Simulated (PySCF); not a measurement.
Species: C4H8F2O2.
Geometry (PBE0-D3(BJ)/def2-SVP, Å), atoms numbered from 1 in this order:
```
atom  x, y, z in Å
C1    -1.994   -0.076    0.508
O2    -0.598   -0.146    0.707
C3     0.237    0.159   -0.334
F4    -0.122   -0.619   -1.422
C5     0.219    1.614   -0.780
F6    -1.016    1.967   -1.248
O7     1.517   -0.103    0.024
C8     1.769   -1.388    0.557
H9    -2.280   -0.518   -0.458
H10   -2.360    0.961    0.548
H11   -2.453   -0.656    1.319
H12    0.967    1.742   -1.577
H13    0.486    2.245    0.082
H14    1.269   -1.521    1.528
H15    2.856   -1.461    0.686
H16    1.433   -2.175   -0.136
```

A calculation gives these core lines: C 1s: 292.44 (area 2), 293.41 (area 1), 295.92 (area 1) eV; O 1s: 539.07 eV; F 1s: 692.39 (area 1), 692.90 (area 1) eV.

The calculation used PySCF, delta-SCF UKS SCAN, pcX-2 on the ionised atom, pcseg-1 elsewhere, spin-free X2C. Geometry: PBE0-D3(BJ)/def2-SVP, one conformer, isolated molecule.

(1) Which carbon gives which C 1s line?

(2) Assign the F 1s lines to atoms.

Results:

(1) 292.44 eV: C1/C8 (methoxy carbon); 293.41 eV: C5 (sp3 C–F carbon); 295.92 eV: C3 (sp3 carbon bearing two oxygens). Lowest listed C 1s: C1/C8, bonded to O and 3 H. Highest, 3.48 eV above it: C3, bonded to F, 2 O and C. The widest gap between neighbouring values is 2.51 eV, between 293.41 and 295.92 eV.

(2) 692.39 eV: F4 (alkyl fluorine); 692.90 eV: F6 (alkyl fluorine). The listed F 1s values span 0.51 eV, from F4 (bonded to C) to F6 (bonded to C). Summing the Pauling electronegativity differences to the bonded atoms, each weighted by its formal bond order, gives -1.43 for the lowest site and -1.43 for the highest; the sum is the same at every site.

Bonded neighbours of each site: C1/C8: O and 3 H; O2/O7: 2 C; C3: F, 2 O and C; F4: C; C5: F, C and 2 H; F6: C.

Problem. Which effective nuclear charge Zeff reproduces each element's mean 1s value in the hydrogen-like formula E = 13.606 eV × Zeff²?

Solution. C (Z = 6): mean 293.6 eV, Zeff = 4.64, Z − Zeff = 1.36; O (Z = 8): mean 539.1 eV, Zeff = 6.29, Z − Zeff = 1.71; F (Z = 9): mean 692.6 eV, Zeff = 7.14, Z − Zeff = 1.86. Means run over the listed sites, weighted by atom count.

Topologically equivalent atoms share the value of their first member; where this conformer doesn't relate them by symmetry, their own values could differ.
